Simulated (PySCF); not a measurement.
Estimate the missing entries of this data sheet.

Species: C5H3Cl3.
Bonds: C1–C2 (triple), C2–C3, C3–C4 (double), C3–C5, C5–Cl6, C5–Cl7, C5–Cl8. Hydrogens: H9 on C1; H10, H11 on C4.

Conformer (atom-mapped SMILES and torsion angles): `[CH:1]#[C:2][C:3](=[CH2:4])[C:5]([Cl:6])([Cl:7])[Cl:8]`: C2–C3–C5–Cl6 59°.

| property | level | value |
| --- | --- | --- |
| point group of the GFN2-xTB geometry | GFN2-xTB | ? |
| rotational constants A, B, C of the GFN2-xTB geometry | GFN2-xTB | ? |
| dipole moment | B3LYP/def2-SVPD | 1.90 D |
| HOMO energy | B3LYP/def2-SVPD | -7.53 eV |
| LUMO energy | B3LYP/def2-SVPD | -1.92 eV |
| lowest singlet excitation | TDDFT B3LYP/def2-SVPD | 5.09 eV (243 nm, f = 0.000) |
| strongest line among the 8 lowest singlet transitions | TDDFT B3LYP/def2-SVPD | S2 at 5.27 eV (235 nm, f = 0.134) |
| lowest triplet excitation (Tamm–Dancoff) | TDA B3LYP/def2-SVPD | 3.45 eV |
| static isotropic polarisability | B3LYP/def2-SVPD | ? |
| electronic spatial extent ⟨r²⟩ about the centre of nuclear charge | B3LYP/def2-SVPD | 1393 bohr² |

Gas-phase values; electronic properties from PySCF, density fitting. Isolated species at its GFN2-xTB geometry, gas phase.

(1) The static isotropic polarisability?

(2) What are the rotational constants A, B, C of the GFN2-xTB geometry?

(3) The point group of the GFN2-xTB geometry?

## Answers

(1) 100.9 au.

(2) 1.499, 1.043, 0.957 GHz.

(3) Cs.

The dipole matches unit charges of opposite sign 0.40 Å apart (1 e·Å = 4.8032 D). The largest Löwdin shares of the HOMO are 0.28 on C1, 0.23 on C2, 0.22 on C4 and 0.17 on C3. No computed singlet falls in the visible range (750 to 380 nm, 1.65 to 3.26 eV); S1 lies 1.83 eV above its blue end. The principal polarisabilities are 83.6, 97.0 and 122.1 au; their mean is the isotropic value.

For the TDDFT job (B3LYP/def2-SVPD), the run took 60 s wall on an Arm Neoverse N1 with one thread, no GPU, on a shared host.
